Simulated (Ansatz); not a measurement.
Relaxation of [AlCl4]- (AlCl4⁻) with RKS r2SCAN-D4/def2-SVPD.

```sh
$ ansatz run in.yaml --threads 4 --pin off --events-out ev --progress --plain --max-ram 3916MiB
```

```yaml
crystal:
  periodic: [false, false, false]
  atoms:
    - {symbol: Al, position_ang: [-0.000240, 0.000310, 0.000830]}
    - {symbol: Cl, position_ang: [0.009750, -0.017320, 2.115030]}
    - {symbol: Cl, position_ang: [1.989000, 0.009820, -0.715840]}
    - {symbol: Cl, position_ang: [-1.003560, 1.730380, -0.685600]}
    - {symbol: Cl, position_ang: [-0.994960, -1.723190, -0.714420]}
basis:
  gaussian: {orbitals: def2-SVPD}
total_charge: -1
hamiltonian: {xc: r2scan, dispersion: d4}
scf: {lower_state_search: "off"}
output: {orbitals: {seedname: orbitals}}
relax: {f_tol: 0.02, max_steps: 100}
```

It took 9.5 s on 4 threads of Arm Neoverse N1 on a shared host.

Positions (Å) and forces (eV/Å) at steps 1, 2, 3 of 3:

```xyz
5
step=1 energy=-56677.8484 eV
Al    0.000    0.000    0.001    0.000   -0.002   -0.006
Cl    0.010   -0.017    2.115    0.005   -0.008    1.004
Cl    1.989    0.010   -0.716    0.947    0.006   -0.337
Cl   -1.004    1.730   -0.686   -0.478    0.821   -0.324
Cl   -0.995   -1.723   -0.714   -0.475   -0.816   -0.337
5
step=2 energy=-56677.9628 eV
Al    0.000    0.000    0.000    0.000   -0.001   -0.001
Cl    0.011   -0.018    2.165    0.001   -0.001    0.154
Cl    2.038    0.011   -0.732    0.143    0.001   -0.052
Cl   -1.028    1.771   -0.702   -0.072    0.125   -0.050
Cl   -1.020   -1.764   -0.731   -0.071   -0.123   -0.052
5
step=3 energy=-56677.9659 eV
Al    0.000    0.000    0.000    0.000    0.000    0.000
Cl    0.011   -0.018    2.175    0.000    0.000    0.015
Cl    2.047    0.011   -0.735    0.014    0.000   -0.005
Cl   -1.033    1.779   -0.705   -0.007    0.012   -0.005
Cl   -1.025   -1.772   -0.734   -0.007   -0.012   -0.005
```
